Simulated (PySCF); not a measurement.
A PySCF script (with the pyscf-properties extension) for the NMR shieldings of SMILES ClB[C@H]1[C@H]2C=C[C@@H]1C=C2, C7H8BCl, on a GFN2-xTB geometry:

```python
import basis_set_exchange as bse
import numpy as np
from pyscf import gto, dft
from pyscf.prop import nmr

atoms = """
Cl    1.618586   -0.114334   -2.808308
B     1.841364    0.300923   -1.186659
C     0.924039   -0.315833   -0.053615
C     0.228935    0.706730    0.889010
C    -0.743343    1.313365   -0.113751
C    -1.142461    0.335788   -0.913208
C    -0.438668   -0.934380   -0.457230
C    -0.999436   -1.229416    0.925435
C    -0.600930   -0.253195    1.726770
H     2.715407    1.038892   -0.918094
H     1.516579   -1.025306    0.539008
H     0.859781    1.405070    1.430846
H    -1.049001    2.342071   -0.096147
H    -1.850218    0.365589   -1.719431
H    -0.434165   -1.758901   -1.163999
H    -1.629952   -2.069700    1.144883
H    -0.823515   -0.095331    2.764579
"""
names = dict.fromkeys(["Cl", "B", "C", "H"], "pcSseg-1")
basis = {el: gto.basis.parse(bse.get_basis(n, elements=[el], fmt="nwchem")) for el, n in names.items()}
mol = gto.M(atom=atoms, basis=basis, charge=0, verbose=0)
mf = dft.RKS(mol, xc="PBE0")
mf.grids.level = 2
mf.grids.alignment = dft.numint.BLKSIZE   # the property module wants whole blocks of grid points
mf.conv_tol = 1e-9
mf.kernel()

calc = nmr.RKS(mf)   # GIAO
C = mf.mo_coeff
Co = C[:, mf.mo_occ > 0]
resp = mf.gen_response(singlet=True, hermi=2)
def vind(x):   # induced exchange potential for any number of trial vectors
    d = np.einsum("pi,xij,qj->xpq", C, 2 * x.reshape(-1, C.shape[1], Co.shape[1]), Co, optimize=True)
    return np.einsum("xpq,pi,qj->xij", resp(d - d.transpose(0, 2, 1)), C, Co, optimize=True).ravel()
mo1, _ = nmr.rhf.solve_mo1(calc, with_cphf=vind)
sigma = calc.kernel(mo1)
for i, s in enumerate(sigma):   # ppm
    w = np.linalg.eigvalsh((s + s.T) / 2)
    print("%2d %-2s iso %8.1f  s11 %8.1f  s22 %8.1f  s33 %8.1f" % (i, mol.atom_pure_symbol(i), w.mean(), *w))
```

Q: What are the results?

A: 
```
 0 Cl iso    629.0  s11    288.7  s22    546.7  s33   1051.6
 1 B  iso     29.6  s11    -28.5  s22      7.6  s33    109.8
 2 C  iso     85.0  s11     62.2  s22     86.4  s33    106.3
 3 C  iso    131.5  s11    120.4  s22    127.5  s33    146.6
 4 C  iso     34.7  s11    -94.3  s22     46.2  s33    152.2
 5 C  iso     26.2  s11   -109.8  s22     34.8  s33    153.7
 6 C  iso    131.2  s11    114.4  s22    132.8  s33    146.3
 7 C  iso     31.7  s11   -100.8  s22     43.9  s33    152.1
 8 C  iso     29.6  s11   -100.9  s22     40.7  s33    149.1
 9 H  iso     25.1  s11     23.3  s22     24.6  s33     27.3
10 H  iso     29.0  s11     26.2  s22     27.6  s33     33.1
11 H  iso     27.7  s11     25.1  s22     26.1  s33     32.0
12 H  iso     24.8  s11     22.5  s22     25.1  s33     26.9
13 H  iso     24.2  s11     20.9  s22     25.5  s33     26.4
14 H  iso     27.7  s11     24.1  s22     27.9  s33     31.1
15 H  iso     24.4  s11     22.2  s22     24.5  s33     26.6
16 H  iso     24.3  s11     22.0  s22     24.5  s33     26.4
```

These numbers come from an equivalent density-fitted implementation of the same equations, which agrees with the script to about 0.01 ppm for H and up to a few tenths of a ppm for heavy atoms, so last digits may differ.

Size and cost of the density-fitted run: 200 basis functions, 2 min wall time on 1 thread of an Intel Xeon, shared host; peak memory 0.89 GiB.
